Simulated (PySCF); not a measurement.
## NMR problem set

- geometry: GFN2-xTB
- σ from GIAO-PBE0/pcSseg-1
- code: PySCF 2.14.0 with density-fitted response routines
- one conformer, non-relativistic Hamiltonian, isolated molecule, averaged over atoms made equivalent by symmetry, fast rotation or ring inversion

δ = σ(ref) − σ, references computed at the same level: $^{1}$H (σ = 31.72 ppm), $^{13}$C (σ = 186.93 ppm) against TMS. Splittings of carbon signals by F and P are missing where no couplings were computed. Where no couplings were computed, multiplicities follow the n + 1 count of equivalent neighbours, and m marks all less simple cases (inequivalent or close neighbours, rings, F or P nearby). Shifts are as computed. Against solution values, carbons near 30 ppm lie about +3 ppm off and those near 130 ppm about +5 ppm. Of 1309 compounds with measured shifts, 239 miss one by over three times the rms of a fit or turn the order of signals round; such compounds aren't used in these exercises.

Question: C$_{2}$F$_{2}$O. $^{13}$C{$^{1}$H} NMR (computed): δ 313.6, 212.7. What is it?

Answer: `InChI=1S/C2F2O/c3-2(4)1-5`. The formula gives 2 degrees of unsaturation (no ring in the answer). 2 carbon signals for 2 carbons: no two carbons are equivalent. Carbon types of the structure: 2 × C. δC 313.6: central carbon of a ketene. δC 212.7: terminal carbon of a ketene.

This is the structure that produced the data.

Question: C$_{5}$H$_{11}$FO$_{3}$Si. $^{1}$H NMR (500 MHz, computed): δ 4.66 (m, 2H), 4.54 (m, 2H), 4.41 (m, 2H), 3.83 (s, 3H), 2.20 (m, 1H), 1.27 (m, 1H). $^{13}$C{$^{1}$H} NMR (computed): δ 81.7 (CH2), 69.4 (CH2), 51.9 (CH3), 36.0 (CH2). Identify the compound.

Answer: `CO[Si]1(CF)OCCCO1`. Rings plus π bonds: 1 (1 ring in the answer). 4 carbon signals for 5 carbons: some carbons are equivalent by symmetry or fast rotation. Carbon types of the structure: 4 × CH2, 1 × CH3, which accounts for all hydrogens. δC 81.7: sp3 CH2 bonded to F and Si; the inductive effect lowers its shielding. δC 69.4: sp3 CH2 bonded to O; pulled downfield by the heteroatom. δH 4.54, 4.41: hydrogen on an sp3 CH2 bonded to O; its carbon carries O, an electronegative neighbour. δH 3.83: hydrogen on a methyl carbon bonded to O; its carbon carries O, hence the downfield position.

The shifts were computed for this structure.
